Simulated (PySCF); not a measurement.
Ionising AlTl

r²SCAN; PySCF, scalar-relativistic core potentials, basis sets Al def2-SVP, Tl def2-SVP with ECP60. Neutral (UKS): triplet (σ ↑, π ↑), Re = 2.928 Å, ωe = 180 cm⁻¹, De = 1.44 eV, HOMO -3.76 eV, LUMO -3.24 eV.

AlTl⁺ (UKS): doublet (σ ↑), Re = 3.470 Å, ωe = 102 cm⁻¹. The energies at the minima are -414.87426 hartree for AlTl and -414.66349 for AlTl⁺.

**Question.** Work out the adiabatic ionisation energy, without and with harmonic zero-point energies (1 hartree = 27.2114 eV, 1 eV = 8065.5 cm⁻¹), and the change of the bond length.

**Answer.** At r²SCAN: 0.21077 hartree = 5.735 eV between the minima; the zero-point term (102.0 − 180.0)/2 cm⁻¹ = -0.005 eV makes it 5.731 eV. Re changes by +54.2 pm against the neutral. The electron leaves a π orbital, and the ion is left as a loose complex of an ion and an atom.

These are scalar-relativistic numbers at best; spin–orbit coupling would shift them, the dissociation energy most. States were picked by a PBE0 search and need not be the measured ground states.
